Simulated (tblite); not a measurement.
Species: C9H7 (doublet state).
Cartesian coordinates in Å at the GFN2-xTB level; atoms count from 1:
```xyz
16
C9H7 angstrom
C     -0.801   -3.710   -0.765
C     -0.533   -2.641   -0.254
C     -0.450   -1.248    0.012
C      0.719   -0.657   -0.274
C      1.895   -0.302   -0.521
C      3.104    0.161   -0.751
C     -1.619   -0.615    0.572
C     -1.808    0.704    0.707
C     -0.848    1.765    0.303
H      3.821   -0.415   -1.311
H      3.421    1.124   -0.384
H     -2.397   -1.301    0.881
H     -2.734    1.040    1.154
H     -0.063    1.869    1.054
H     -1.352    2.723    0.203
H     -0.363    1.511   -0.639
```

Computed values, GFN2-xTB/tblite, gas phase, harmonic and unscaled. The method is semi-empirical: single wavenumbers can be off by several per cent or more. One conformer, not necessarily the lowest. Open shells enter through the occupations alone, without spin polarisation, and single modes of such species can be off by tens of per cent.

Harmonic wavenumbers (cm⁻¹): 42.4, 73.5, 110.9, 123.5, 147.9, 226.7, 237.8, 264.4, 317.8, 338.9, 422.2, 458.9, 462.5, 549.3, 602.5, 724.0, 755.2, 796.4, 922.3, 954.0, 1000.3, 1026.1, 1052.0, 1125.0, 1175.8, 1254.1, 1357.3, 1368.4, 1406.0, 1464.5, 1470.0, 1610.0, 1634.3, 1935.5, 2134.7, 2983.8, 3008.8, 3041.3, 3057.6, 3074.9, 3078.1, 3095.5.

A = 1680, B = 1520, C = 810.4 MHz; mass 115.055 u (most abundant isotopes); point group C1, symmetry number 1; spin multiplicity 2.

Q: Zero-point energy?

A: Half the sum of the wavenumbers: 25443 cm⁻¹ = 72.74 kcal/mol.

Q: What is S at 350 K and 1 bar for an ideal gas of classical rigid rotors and harmonic oscillators?

A: Translation 40.96, rotation 29.91, vibration 36.08, spin (R ln 2) 1.38: S = 108.3 cal/(mol K).

Q: And Cp and H(350 K) − H(0)?

A: Cp = 41.86 cal/(mol K), of which vibrations give 33.91 (their classical limit is 42 R = 83.5); H(350 K) − H(0) = 9.25 kcal/mol without the zero-point energy, 6.47 from vibrations.

Q: What must be added to the electronic energy to get the Gibbs energy at 350 K and 1 bar?

A: ZPE + [H(350 K) − H(0)] − T·S = 72.74 + 9.25 − 37.91 = 44.08 kcal/mol.

Q: Which modes carry the vibrational entropy at 350 K?

A: 42.4 cm⁻¹: 5.46; 73.5 cm⁻¹: 4.37; 110.9 cm⁻¹: 3.57; 123.5 cm⁻¹: 3.36; 147.9 cm⁻¹: 3.01; 226.7 cm⁻¹: 2.20 cal/(mol K); the other 36 give 14.12 together.

Q: Blend soft modes into free rotors: weight 1/[1 + (100 cm⁻¹/ν̃)⁴] for the oscillator and the rest for a rotor with moment μB/(μ + B), μ = h/(8π²ν), B = 10⁻⁴⁴ kg m². What vibrational entropy results?

A: 33.24 cal/(mol K) in place of 36.08, which changes −T·S at 350 K by +0.99 kcal/mol.

Q: How do the functions run with temperature in this model?

A: 
| T (K) | S (cal/(mol K)) | Cp (cal/(mol K)) | H − H(0) (kcal/mol) | G − H(0) (kcal/mol) | ln q(vib) |
| --- | --- | --- | --- | --- | --- |
| 150 | 80.6 | 25.1 | 2.48 | -9.62 | 3.29 |
| 250 | 95.6 | 34.0 | 5.45 | -18.45 | 6.14 |
| 298.15 | 101.9 | 37.9 | 7.18 | -23.21 | 7.46 |
| 400 | 114.1 | 45.4 | 11.43 | -34.23 | 10.17 |
| 600 | 134.9 | 56.9 | 21.74 | -59.19 | 15.13 |
| 900 | 160.3 | 68.1 | 40.63 | -103.61 | 21.80 |

q(vib) and H(0) count from the zero-point level.

Hindered rotation and anharmonicity are outside this model. Other conformers, if any are populated, would add a mixing term that is left out. The structure is chiral; the term R ln 2 for an equal mix with its mirror image is left out.
